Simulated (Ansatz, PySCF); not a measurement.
Species: N2H (charge 0, doublet). It need not be the lowest isomer of its formula. 
Geometry from a B3LYP-D3(BJ)/def2-TZVP (Ansatz, a first-principles code) optimisation:
```
N
N 1 1.1669
H 1 1.0598 2 117.89
```
Charge 0, spin multiplicity 2.

Wanted: atomisation energy (electronic, to ground-state atoms), in eV. Valence correlation only, unless marked. UHF or UKS for open shells. Spin-orbit coupling is left out. Non-relativistic. The coupled-cluster limit lacks core correlation, which all-electron functionals hold. CBS marks a two-point X^-3 extrapolation of the correlation energy; Hartree-Fock from the larger set.

The UHF reference is spin-contaminated (<S^2> 0.10 over the pure value in the largest basis). 

```
level                                        program  atomisation energy (eV)
------------------------------------  --------------  -----------------------
TPSS-D4/def2-TZVPD                     PySCF + dftd4                    10.12
B3LYP-D4/def2-TZVPD                   Ansatz + dftd4                    10.10
BHLYP/def2-TZVPD                              Ansatz                      ___
TPSSh-D4/def2-TZVPD                    PySCF + dftd4                     9.85
PW6B95-D4/def2-TZVPD                   PySCF + dftd4                      ___
SCS-MP2/def2-SVP                              Ansatz                     8.58
CCSD/def2-TZVPPD                              Ansatz                     8.86
CCSD(T)/CBS(aug-cc-pVTZ,aug-cc-pVQZ)          Ansatz                     9.68
```

Problem. What belongs in the gaps?

Solution. 
- BHLYP/def2-TZVPD, atomisation energy (eV): 9.07
- PW6B95-D4/def2-TZVPD, atomisation energy (eV): 9.90
